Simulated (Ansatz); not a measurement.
System: Si2H4, charge -1, doublet. Si2H4- (parent SMILES [SiH][SiH3], doublet).
B3LYP-D3(BJ)/def2-TZVP minimum from Ansatz (a first-principles code):
```xyz
6

Si     0.0214     1.0202     0.8466
H     -0.4079     1.9301    -0.3255
Si     0.0055    -0.8553    -0.6091
H      0.9433    -0.8527    -1.7961
H     -1.2979    -1.2384    -1.2746
H      0.3861    -2.1480     0.0702
```
Charge -1, spin multiplicity 2.

Total energies in aug-cc-pV(D+d)Z, 13 correlated electrons, 10 frozen orbitals. UHF or UKS for unpaired electrons; spin-orbit terms are left out. Cores are frozen in correlated methods. No relativity. The spin of H4Si2- (parent SMILES [SiH][SiH3], doublet) was assumed, and the state is the lowest solution found for it.

```tsv
method	program	energy (Eh)	minus CCSDT(Q) (mEh)
HF	Ansatz	-580.16556	272.24
MP2	Ansatz	-580.37861	59.19
CCSD	Ansatz	-580.42649	11.31
CCSD(T)	Ansatz	-580.43566	2.14
CCSDT(Q)	Ansatz	-580.43780	0.00
```

Rough core times of Ansatz's runs on a shared machine: CCSD(T) 70 s, CCSDT(Q) 20 min.
